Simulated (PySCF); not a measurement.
Compound: 4-chloronortricyclene, C7H9Cl.
Geometry (PBE0-D3(BJ)/def2-TZVP, Å), atoms numbered from 1 in this order:
```xyz
17
C7H9Cl angstrom
Cl    -0.8684    0.5928   -2.6264
C     -0.3287    0.2265   -0.9878
C      0.9309   -0.6362   -0.8790
C      0.9783   -0.6664    0.6321
C     -0.4495   -0.6020    1.1173
C     -1.3274   -0.5346   -0.1124
C      0.4030    0.6435    1.1148
C      0.0210    1.4349   -0.1159
H      1.7967   -0.1508   -1.3344
H      0.7896   -1.6196   -1.3328
H      1.7458   -1.1886    1.1856
H     -0.7623   -1.0785    2.0356
H     -2.2487    0.0321    0.0387
H     -1.5714   -1.5136   -0.5305
H      0.7371    1.1086    2.0314
H      0.8452    2.0147   -0.5368
H     -0.8399    2.0899    0.0344
```

Definitions: NICS(0) = −σiso at the ring centroid; NICS(1) = −σiso and NICS(1)zz = −σzz at ±1 Å along the ring normal z. Level: GIAO B97-2/pcSseg-2 (PySCF, non-relativistic, gas phase) on the PBE0-D3(BJ)/def2-TZVP geometry, one conformer.

Ring bond lengths (Å): C2–C3 1.531, C3–C4 1.512, C4–C5 1.509, C5–C6 1.512, C6–C2 1.531; C2–C3 1.531, C3–C4 1.512, C4–C7 1.510, C7–C8 1.512, C8–C2 1.531; C4–C5 1.509, C5–C7 1.509, C7–C4 1.510.

Q: Give the NICS values of each ring in ppm.

A: 
```json
{"ring": "C2–C3–C4–C5–C6", "type": "5-membered carbocycle; formal bonds all single", "NICS(0)": "-14.1", "NICS(1), two faces": "-23.6 / -4.1", "NICS(1)zz, two faces": "-26.2 / -5.0", "rms pucker (Å)": "0.24", "centre to ring atoms, mean (Å)": "1.25"}
{"ring": "C2–C3–C4–C7–C8", "type": "5-membered carbocycle; formal bonds all single", "NICS(0)": "-14.1", "NICS(1), two faces": "-4.1 / -23.6", "NICS(1)zz, two faces": "-5.0 / -26.1", "rms pucker (Å)": "0.24", "centre to ring atoms, mean (Å)": "1.25"}
{"ring": "C4–C5–C7", "type": "3-membered carbocycle; formal bonds all single", "NICS(0)": "-46.7", "NICS(1), two faces": "-9.7 / -14.4", "NICS(1)zz, two faces": "-27.4 / -40.1", "rms pucker (Å)": "0.00", "centre to ring atoms, mean (Å)": "0.87"}
```

Q: What can be read from them?

A: 
- C2–C3–C4–C5–C6: mean NICS(1)zz -15.6 ppm, shielded. C2, C3, C4, C5, C6 have four or more neighbours, and the NICS criterion for π rings isn't applied. The two faces differ by 21.2 ppm, so no symmetry operation interchanges them.
- C2–C3–C4–C7–C8: mean NICS(1)zz -15.6 ppm, shielded. C2, C3, C4, C7, C8 have four or more neighbours, so the value isn't read as a sign of a π ring current. The two faces differ by 21.1 ppm, so no symmetry operation interchanges them.
- C4–C5–C7: mean NICS(1)zz -33.7 ppm, shielded. C4, C5, C7 have four or more neighbours; no verdict on aromaticity is drawn. The two faces differ by 12.7 ppm, so no symmetry operation interchanges them. NICS(0) lies 35 ppm below the mean NICS(1).

Q: At the first NICS(1) probe listed for ring C2–C3–C4–C5–C6, 1 Å off the ring, what do the in-plane components average?

A: The isotropic value is a third of the trace: (3 × -23.6 − (-26.2))/2 = -22.3 ppm.

Q: What are the shieldings of the ring atoms and their hydrogens in the same run (means over atoms taken as equivalent)?

A: 
```csv
atoms,environment,σ isotropic (ppm)
C2,sp3 C–Cl carbon,116.6
C3 (×3),ring CH2 carbon,139.9
C4 (×3),sp3 carbon at a ring junction,169.7
H9 (×6),methylene hydrogen,30.00
H11 (×3),methine hydrogen,30.57
```

Q: How do the values depend on the level or the medium?

A: 
```csv
level,"NICS(0), C2–C3–C4–C5–C6","mean NICS(1)zz, C2–C3–C4–C5–C6","NICS(0), C2–C3–C4–C7–C8","mean NICS(1)zz, C2–C3–C4–C7–C8","NICS(0), C4–C5–C7","mean NICS(1)zz, C4–C5–C7"
"B97-2/pcSseg-2, gas",-14.1,-15.6,-14.1,-15.6,-46.7,-33.7
"KT3/pcSseg-2, gas",-13.8,-15.2,-13.8,-15.2,-45.1,-32.8
"PBE0/pcSseg-2, gas",-14.3,-15.8,-14.3,-15.8,-47.0,-34.0
"wB97X-D/pcSseg-2, gas",-14.2,-15.7,-14.2,-15.7,-47.0,-34.1
"WP04/pcSseg-2, IEF-PCM chloroform",-13.2,-14.8,-13.2,-14.8,-44.8,-32.5
"wB97X-D/pcSseg-2, IEF-PCM chloroform",-14.3,-15.8,-14.3,-15.8,-47.2,-34.1
```

The geometry is the same throughout; the continuum's cavity takes Bondi-type radii × 1.2.
